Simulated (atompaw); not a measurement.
**Logarithmic derivatives: Er (Z = 68), PAW (atompaw)**

```json
{"Element": "Er (Z = 68)", "Generator": "atompaw 4.2.0.5", "Type": "PAW", "Functional": "PBE", "Relativity": "scalar-relativistic", "Frozen core": "[Kr] 4d10 5s2", "Valence charge": "20", "Reference configuration": "4f11 5p6 5d0 6s0 6p0 (charge +3)", "Partial waves": "6s (bound, empty): rc 2.20 bohr; 6s channel at 3.15 Ry: rc 1.50 bohr; 5p (bound): rc 1.75 bohr; 6p (bound, empty): rc 2.20 bohr; 5d (bound, empty): rc 2.20 bohr; 5d channel at -1.1 Ry: rc 1.95 bohr; 4f (bound): rc 1.15 bohr; 4f channel at -2.15 Ry: rc 1.15 bohr", "Local potential": "troulliermartins scheme with l = 4 at 1 Ry, radius 1.80 bohr", "Core correction": "smooth core density matched at 2.10 bohr", "Augmentation charge": "besselshape compensation charge, radius 1.60 bohr; PAW radius 2.20 bohr; waves and projectors: custom polynom vanderbiltortho"}
```

The phase is arctan(r·u′/u) with u = r·R(r), unwrapped; energies in Ry, scanned from -6 to 5 Ry. A pole is an energy at which the radial function vanishes at the test radius. The pseudo phase is shifted by a multiple of π to meet the all-electron one at the reference energy, and phase errors are pseudo minus all-electron; the curves can meet again beyond the range given. Levels narrower than the energy grid can be missing from the lists of poles.

Question: For each channel, where are the poles, and over which energies does the pseudopotential scatter like the atom?

Answer:

```tsv
channel	radius (bohr)	reference energy (Ry)	poles, all-electron	poles, pseudo	unbroken range about the reference energy with phases within 0.05 rad	phase error 1 Ry above the reference energy (rad)
s	2.21	-1.74	-5.74, 4.68	-5.00, 4.70	above -4.6	+0.004
p	2.21	-1.30	-3.43	-3.43, 4.57	below 0.8	-0.002
d	2.21	-1.84	-0.08	-0.08	below 4.1	+0.000
f	2.21	-2.60	-2.53, 4.15	-2.53, 4.20	the whole range	+0.000
```

Note: ghost states, extra bound levels that the all-electron valence spectrum of the same l lacks: s at -112.5 eV, s at -71.1 eV. A true bound ghost makes a file unfit for plane-wave use.

Phases in the d channel:

| E (Ry) | all-electron | pseudo |
| --- | --- | --- |
| -6.00 | 1.332 | 1.332 |
| -5.76 | 1.323 | 1.323 |
| -5.52 | 1.313 | 1.314 |
| -5.28 | 1.302 | 1.302 |
| -5.04 | 1.290 | 1.290 |
| -4.80 | 1.275 | 1.275 |
| -4.56 | 1.258 | 1.258 |
| -4.32 | 1.238 | 1.238 |
| -4.08 | 1.213 | 1.213 |
| -3.84 | 1.183 | 1.183 |
| -3.60 | 1.143 | 1.144 |
| -3.36 | 1.092 | 1.092 |
| -3.12 | 1.020 | 1.020 |
| -2.88 | 0.914 | 0.914 |
| -2.64 | 0.745 | 0.746 |
| -2.40 | 0.460 | 0.460 |
| -2.16 | -0.006 | -0.006 |
| -1.92 | -0.546 | -0.546 |
| -1.68 | -0.935 | -0.935 |
| -1.44 | -1.164 | -1.164 |
| -1.20 | -1.303 | -1.303 |
| -0.96 | -1.395 | -1.395 |
| -0.72 | -1.460 | -1.460 |
| -0.48 | -1.509 | -1.509 |
| -0.24 | -1.548 | -1.548 |
| 0.00 | -1.581 | -1.581 |
| 0.24 | -1.609 | -1.609 |
| 0.48 | -1.634 | -1.634 |
| 0.72 | -1.658 | -1.658 |
| 0.96 | -1.681 | -1.680 |
| 1.20 | -1.703 | -1.702 |
| 1.44 | -1.726 | -1.725 |
| 1.68 | -1.750 | -1.748 |
| 1.92 | -1.775 | -1.774 |
| 2.16 | -1.804 | -1.802 |
| 2.40 | -1.836 | -1.833 |
| 2.64 | -1.874 | -1.870 |
| 2.88 | -1.921 | -1.915 |
| 3.12 | -1.979 | -1.970 |
| 3.36 | -2.055 | -2.042 |
| 3.60 | -2.159 | -2.139 |
| 3.84 | -2.307 | -2.277 |
| 4.08 | -2.526 | -2.479 |
| 4.32 | -2.844 | -2.775 |
| 4.56 | -3.242 | -3.164 |
| 4.80 | -3.620 | -3.558 |
